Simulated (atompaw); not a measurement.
nickel (Ni): PAW (atompaw) pseudisation with PBE, scalar-relativistic reference atom.

```
Element                 : Ni
Generator               : atompaw 4.2.0.5
Type                    : PAW
Functional              : PBE
Relativity              : scalar-relativistic
Frozen core             : [Ne]
Valence charge          : 18
Reference configuration : 3s2 3p6 3d8 4s1 4p1
Partial waves           : 3s (bound): rc 1.30 bohr; 4s (bound): rc 1.15 bohr; 3p (bound): rc 1.00 bohr; 4p (bound): rc 1.30 bohr; 3d (bound): rc 1.30 bohr; 3d channel at -0.35 Ry: rc 1.30 bohr
Local potential         : vpsmatchnc scheme with l = 3 at 0.5 Ry, radius 1.10 bohr
Core correction         : smooth core density matched at 1.10 bohr
Augmentation charge     : sinc compensation charge, radius 1.08 bohr; PAW radius 1.30 bohr; waves and projectors: custom polynom2 7 10 vanderbiltortho
```

All-electron outer shells of the reference configuration (PBE, scalar-relativistic, ld1.x):

| shell | level (eV) | outermost node (bohr) | outermost maximum (bohr) |
| --- | --- | --- | --- |
| 2s | -983.71 | 0.07 | 0.21 |
| 2p | -846.57 | – | 0.16 |
| 3s | -113.04 | 0.30 | 0.64 |
| 3p | -73.38 | 0.27 | 0.65 |
| 3d | -10.81 | – | 0.63 |
| 4s | -6.88 | 0.92 | 2.18 |
| 4p | -2.11 | 1.00 | 3.02 |

Q: Is the overlap operator S = 1 + Σ q|β⟩⟨β| positive definite (Bessel basis up to 400 Ry)?

A: Yes: its lowest eigenvalue is 0.55 (p channel).

A Bessel basis up to 400 Ry misses an occupied level by 0.04 Ry, so cutoffs and ghosts were not judged.
